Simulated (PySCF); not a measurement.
# One molecule, several mistakes: B2GeH7Si

These are calculations, not measurements. They come from PySCF 2.14.0, an open-source quantum chemistry program, on an isolated molecule that a program drew, which may never have been made. The molecule is B2GeH7Si (charge 0, doublet), drawn as the SMILES string `[BH][B]([SiH3])[GeH3]`.

Each row is a Hartree-Fock (HF) and frozen-core CCSD(T) single point in the cc-pV(D+d)Z basis, meant for a local HF minimum. Run 1 is clean. Each other run has one planted mistake out of seven kinds, and not every kind appears here: one electron removed, one electron added, multiplicity raised by two, geometry at a saddle point, minimal basis STO-3G, one bond length entered in bohr, all coordinates scaled. The reference is restricted for singlets and unrestricted otherwise, and also for a bond in bohr. Adding or removing an electron swaps singlet and doublet. Electrons count all cores. HOMO and LUMO are orbital energies over both spins, the gradient is its largest component, and the lowest frequency (negative if imaginary) is given only where the gradient is small. Bond lengths are over the 10 bonds as drawn. T1 is the CCSD diagnostic: over 0.02 (restricted) or 0.045 (unrestricted) a single reference is doubtful. Germanium has the cc-pVDZ-PP basis, with a core potential (ECP10MDF) in place of its 10 inner electrons, and its 3s, 3p and 3d shells are frozen in CCSD(T).

Geometry of the clean run:
```xyz
11
B2GeH7Si, angstrom
B     0.5023   -0.0084    3.7364
B     0.6169   -0.0226    2.1763
Si    0.7793    1.6709    1.0645
Ge    0.6000   -1.8905    1.2283
H     0.4145   -0.0165    4.9155
H     2.0525    1.6519    0.3001
H    -0.3410    1.7480    0.0927
H     0.7587    2.9140    1.8775
H     0.4722   -3.0706    2.2049
H    -0.5782   -1.9722    0.2463
H     1.8975   -2.0881    0.4304
```

| run | electrons | basis functions | <S^2> | HOMO (eV) | LUMO (eV) | gradient (hartree/bohr) | lowest frequency (cm^-1) | mean bond (Å) | longest bond (Å) | T1 | HF (hartree) | CCSD(T) (hartree) | mistake |
|---|---|---|---|---|---|---|---|---|---|---|---|---|---|
| 1 | 63 | 109 | 0.758 | -9.07 | 0.50 | 1.2e-05 | 49 | 1.5939 | 2.095 | 0.0189 | -635.66896 | -636.10152 | no fault |
| 2 | 64 | 109 | 0.000 | -1.72 | 7.06 | 3.3e-02 | - | 1.5939 | 2.095 | 0.0175 | -635.68802 | -636.16323 | one electron added |
| 3 | 63 | 109 | 0.757 | -9.24 | 0.48 | 3.6e-02 | - | 1.5158 | 1.992 | 0.0176 | -635.64515 | -636.07580 | all coordinates scaled |
| 4 | 63 | 109 | 1.710 | -9.15 | 0.93 | 1.7e-02 | - | 1.7747 | 3.841 | 0.0216 | -635.57643 | -635.98368 | one bond length entered in bohr |
| 5 | 63 | 109 | 3.773 | -6.54 | -2.13 | 4.5e-02 | - | 1.5939 | 2.095 | 0.0181 | -635.53217 | -635.95248 | ? |
| 6 | 62 | 109 | 0.000 | -16.00 | -6.70 | 4.9e-02 | - | 1.5939 | 2.095 | 0.0209 | -635.38020 | -635.79522 | ? |

**Which mistake was planted in run 5, and what did it cost?**

Electrons, basis and geometry are unchanged, and <S^2> is 3.773, beside S(S+1) = 3.75 for a multiplicity of 4. So the mistake is: multiplicity raised by two. Subtracting run 1 and multiplying by 627.51 kcal/mol a hartree, the energy moved by 85.8 kcal/mol in HF and 93.5 kcal/mol in CCSD(T).

**Which mistake was planted in run 6, and what did it cost?**

It counts 62 electrons, one fewer than the clean run, at the same geometry and basis. So the mistake is: one electron removed. Subtracting run 1 and multiplying by 627.51 kcal/mol a hartree, the energy moved by 181.2 kcal/mol in HF and 192.2 kcal/mol in CCSD(T).

Cautions from the logs. Run 6: T1 is over the limit, so its CCSD(T) energy is less reliable.
